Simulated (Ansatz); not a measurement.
H3Cl2OSiTi, charge +1, singlet, at a GFN2-xTB geometry (such geometries of metal compounds can be far from the true shape) (the multiplicity is a formal guess); B3LYP/6-31G* (Ansatz, a first-principles code).

The Ansatz input:
Ansatz 0.2 input:
```yaml
crystal:
  periodic: [false, false, false]
  atoms:
    - {symbol: Ti, position_ang: [-0.37754419, 0.51301646, 0.66708563]}
    - {symbol: Cl, position_ang: [-0.20566171, -1.44874539, 1.45970201]}
    - {symbol: Cl, position_ang: [1.66186389, 1.08867110, 0.54090390]}
    - {symbol: O, position_ang: [-0.88421066, 0.31736393, -0.90706824]}
    - {symbol: Si, position_ang: [-0.56543591, -0.42665482, -2.38931337]}
    - {symbol: H, position_ang: [-0.28766120, 0.69529194, -3.29376220]}
    - {symbol: H, position_ang: [-1.79420170, -1.17020442, -2.68516088]}
    - {symbol: H, position_ang: [0.62218578, -1.25593064, -2.00032839]}
basis:
  gaussian:
    orbitals: 6-31G*
hamiltonian:
  xc: b3lyp
total_charge: 1
```

### Question
What does Ansatz print? Leave out banner, timings and long lists.

### Answer

```
Functional definition: B3LYP
1086 factors; integrals over basis functions are off by at most 8.0e-4 eV
mean field evaluation 1: about -58113.5623 eV, gradient 9.1e1 eV
mean field evaluation 2: about -57661.7852 eV, gradient 4.6e2 eV
mean field evaluation 4: about -58115.6609 eV, gradient 8.7e1 eV
mean field evaluation 8: about -58130.0751 eV, gradient 3.4e-1 eV
mean field evaluation 16: about -58130.1874 eV, gradient 8.5e-4 eV
mean field -58130.18743212 eV, -2136.2449860741 hartree, gradient 8.2e-5 eV, S^2 0.000000; 0 other end points of the search recorded, 0 dependent functions left out
reference -58130.18775558 eV, -2136.2449979612 hartree; 40, 40 occupied and 74, 74 virtual orbitals, 1086 factors
Total energy: -58130.18775558 eV, -2136.2449979612 hartree
```
